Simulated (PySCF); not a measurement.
**Bond energies at r²SCAN/def2-SVP beside a composite method**

PySCF, lowest determinants of a PBE0 search. The composite is CCSD(T) extrapolated to the basis-set limit from two correlation-consistent sets, with core-valence (CV) and scalar-relativistic (SR) terms as its label shows; it has no spin–orbit coupling and nothing beyond (T).

```
species  state (unpaired electrons)  De r²SCAN (eV)  De composite (eV)              composite  dissociates to
    AlI      singlet (closed shell)            3.97               4.05     CCSD(T)/CBS(TQ)+CV          Al + I
   BiCl              triplet (π ↑↑)            2.98               2.94        CCSD(T)/CBS(DT)         Bi + Cl
    SrF               doublet (σ ↑)            5.77               5.51     CCSD(T)/CBS(DT)+CV          Sr + F
    SbS               doublet (π ↑)            3.41               3.44        CCSD(T)/CBS(DT)          Sb + S
     IF      singlet (closed shell)            2.68               2.98     CCSD(T)/CBS(TQ)+CV           I + F
    AsS               doublet (π ↑)            3.97               3.80        CCSD(T)/CBS(DT)          As + S
    BrF      singlet (closed shell)            2.58               2.72     CCSD(T)/CBS(TQ)+CV          Br + F
    SiP               doublet (π ↑)            3.60               3.75  CCSD(T)/CBS(TQ)+CV+SR          Si + P
```

Problem. Does r²SCAN bind more or less than the composite, by how much on average, and where is the difference largest?

Solution. r²SCAN/def2-SVP binds about as much on average, method and basis taken together: the mean signed difference is -0.03 eV and the mean absolute one 0.15 eV; it is largest for IF (-0.30 eV).

The molecules are drawn from runs that passed checks on state, spin purity and fit, so the hardest cases are missing and the errors look smaller than over all diatomics.

Correlated steps freeze the inner cores (9 to 15 orbitals); shallow outer-core shells are correlated. These are scalar-relativistic numbers at best; spin–orbit coupling would shift them, the dissociation energy most. Where the molecule has an RHF reference, its open-shell atoms are computed with UHF. States were picked by a PBE0 search and need not be the measured ground states.
